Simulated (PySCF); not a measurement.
## How methods differ on the excitation energy of Mg

Mg [Ne] 3s2 (1S) → Mg [Ne] 3s1 3d1 (3D), as a difference of total energies. Calculation: PySCF 2.14, in aug-cc-pVDZ (5s4p2d, 27 functions); the non-relativistic Hamiltonian (point nucleus). Correlated levels: valence: [Ne] frozen. The calculations carry no spin-orbit coupling.

```tsv
method	excitation energy (cm⁻¹)
UHF	49668
LDA	51889
PBE	50134
PBE0	51036
r2SCAN	50072
BHandHLYP	54293
TPSSh	50620
BP86	50248
B2PLYP	54155
MP2 (valence)	54195
SCS-MP2 (valence)	55303
```

Errors of the correlated levels include the incompleteness of this basis and the frozen core.

The promoted electron is Rydberg-like, and one or two diffuse shells describe it only roughly, which tends to raise the upper state.

In the upper state the promoted electron has a positive orbital energy at LDA, PBE, PBE0, r2SCAN, BHandHLYP, TPSSh, BP86, B2PLYP, so the basis confines it.

Problem. Which method comes closest to the reference value, and which is furthest?

Solution. The reference is 47957 cm⁻¹ (measured; NIST levels, between the centres of gravity of the two terms). Closest: UHF (error 1710.5 cm⁻¹); furthest: SCS-MP2 (valence) (error 7345.5 cm⁻¹).
